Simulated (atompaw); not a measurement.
## Ni (Z = 28): PAW (atompaw) pseudisation with LDA (PW92), scalar-relativistic reference atom.

Ni (Z = 28), PAW, made with atompaw 4.2.0.5 (LDA (PW92), scalar-relativistic). Core [Ar], reference 3d8 4s2 4p0. Waves: 4s (bound): rc 3.00 bohr; 4s channel at 0.2 Ry: rc 3.00 bohr; 4p (bound, empty): rc 3.00 bohr; 4p channel at 3.5 Ry: rc 3.00 bohr; 3d (bound): rc 1.80 bohr; 3d channel at -0.15 Ry: rc 1.80 bohr. Local part: bessel scheme, radius 2.55 bohr. Core correction: smooth core density matched at 2.15 bohr. Augmentation charge: besselshape compensation charge, radius 2.35 bohr; PAW radius 3.00 bohr; waves and projectors: custom polynom gramschmidtortho.

- Cutoffs needed: 40 Ry and 55 Ry (the cutoffs (Ry, on a coarse ladder) from which the occupation-weighted sum of valence levels, in a spherical-Bessel basis at the reference potential, stays within 10 and 1 mRy of its value at 400 Ry)
- Ghost test: no extra level below or beside the all-electron valence levels (s, p, d, f tested) (spherical-Bessel basis up to 400 Ry, 20 bohr box)
- Lowest eigenvalue of the overlap operator: 0.32 (s channel)
- Overlap eigenvalues printed by atompaw (projector basis): 0.00446, 0.42, 0.82, 0.853, 5.57, 29.5
- Share of each valence orbital outside the PAW sphere: 4s 35 %, 4p 70 %, 3d 1 %
